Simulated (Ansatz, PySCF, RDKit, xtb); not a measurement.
Torsion N1–Pb2–O3–H6 in H3NOPb (SMILES [NH2][Pb][OH]); at each angle all else is relaxed with GFN2-xTB, and the levels are single points there.
Geometry at 0° (charge 0, multiplicity 1):
```xyz
6

N     -1.2401    -0.0078     0.1601
Pb     0.4315    -1.1365     0.8452
O      1.9114    -0.1900    -0.3821
H     -2.1894    -0.1181     0.4794
H     -1.2471     0.7252    -0.5298
H      1.6754     0.5073    -0.9858
```

On the grid 0° to 330°, 270° is the highest and 0° the lowest point at MP2/CBS(def2-TZVPP, def2-QZVPP) + ΔCCSD(T)/def2-TZVPP.

Cores are frozen in the correlated methods. Filled d and f shells under p-block atoms count as core.

Run with Ansatz (Gaussian orbitals); PySCF for the dispersion terms; RDKit for the force fields; xtb for the GFN methods.  In def2 rows elements past Kr take small-core potentials, without spin–orbit coupling.

| level | energy at 270° less that at 0° (kcal/mol) |
|---|---|
| UFF | 0.09 |
| GFN2-xTB | 5.30 |
| r2SCAN-D4/def2-TZVPP | 4.00 |
| PBE0/def2-TZVPP | 3.77 |
| PBE0-D3(BJ)/def2-TZVPP | 3.81 |
| PBE0-D4/def2-TZVPP | 3.79 |
| wB97X-V/def2-TZVPP | 3.79 |
| CCSD(T)/def2-SVP | ? |
| CCSD(T)/def2-TZVPP | 3.85 |

### Question
Complete the blanks.

### Answer

- CCSD(T)/def2-SVP, energy at 270° less that at 0° (kcal/mol): 4.20

Ansatz is an electronic-structure program.
